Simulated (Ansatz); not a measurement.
Input file for Ansatz (a quantum-chemistry and plane-wave program): U-PBE/def2-TZVPP on O2 (SMILES O=O).

Ansatz 0.2 input:
```yaml
crystal:
  periodic: [false, false, false]
  atoms:
    - {symbol: O, position_ang: [0.00000000, -0.00000000, 0.60215214]}
    - {symbol: O, position_ang: [-0.00000000, 0.00000000, -0.60215214]}
basis:
  gaussian:
    orbitals: def2-TZVPP
hamiltonian:
  xc: {name: PBE}
magnetization: {spin_polarized: true, initial_magnetization: 2}
```

Task: Give the final energy of this run.

Result: -150.2486 hartree.
